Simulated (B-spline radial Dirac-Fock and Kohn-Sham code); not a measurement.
Compton profile of W²⁹⁺

System: the W²⁹⁺ ion in the configuration [Kr] 4d9.

Calculated with a B-spline atomic structure program, using the impulse approximation on relativistic Hartree-Fock (Dirac-Fock) wave functions, averaged over the configuration. pz is in atomic units of momentum; subshell profiles are per electron, for a selection of subshells; open shells are spread over both j values by their weights.

| pz | J total | J 2p3/2 | J 3p3/2 | J 4d3/2 | J 4d5/2 |
| --- | --- | --- | --- | --- | --- |
| 0 | 2.521 | 0.0195 | 0.0494 | 0.0731 | 0.0742 |
| 0.45 | 2.513 | 0.0195 | 0.0494 | 0.0731 | 0.0742 |
| 0.65 | 2.504 | 0.0195 | 0.0494 | 0.0731 | 0.0742 |
| 0.94 | 2.485 | 0.0195 | 0.0494 | 0.0731 | 0.0742 |
| 1.4 | 2.439 | 0.0195 | 0.0493 | 0.0731 | 0.0741 |
| 2 | 2.353 | 0.0195 | 0.0492 | 0.0728 | 0.0738 |
| 2.9 | 2.163 | 0.0195 | 0.0485 | 0.0708 | 0.0717 |
| 4.2 | 1.796 | 0.0195 | 0.0462 | 0.0614 | 0.0616 |
| 6.1 | 1.253 | 0.0194 | 0.0391 | 0.0358 | 0.0351 |
| 8.9 | 0.7760 | 0.0188 | 0.0240 | 0.00897 | 0.00849 |
| 13 | 0.4682 | 0.0171 | 0.00767 | 0.00331 | 0.00342 |
| 19 | 0.2354 | 0.0129 | 0.00213 | 0.00238 | 0.00234 |
| 27 | 0.1048 | 0.00730 | 0.00188 | 0.000690 | 0.000638 |
| 40 | 0.03677 | 0.00230 | 0.000761 | 7.71e-05 | 6.58e-05 |
| 58 | 0.01266 | 0.000453 | 0.000148 | 5.79e-06 | 4.44e-06 |
| 84 | 0.004037 | 5.89e-05 | 1.81e-05 | < 1e-6 | < 1e-6 |
| 120 | 0.001178 | 6.48e-06 | 1.89e-06 | < 1e-6 | < 1e-6 |

J(0) = 2.521. The 4d5/2 subshell gives the largest part, 16 %.

Mean momentum ⟨p⟩ by subshell (a.u.): 1s1/2 77.0, 2s1/2 27.5, 2p1/2 36.3, 2p3/2 32.1, 3s1/2 14.0, 3p1/2 16.7, 3p3/2 15.4, 3d3/2 18.5, 3d5/2 18.1, 4s1/2 7.90, 4p1/2 8.87, 4p3/2 8.43, 4d3/2 9.46, 4d5/2 9.31.
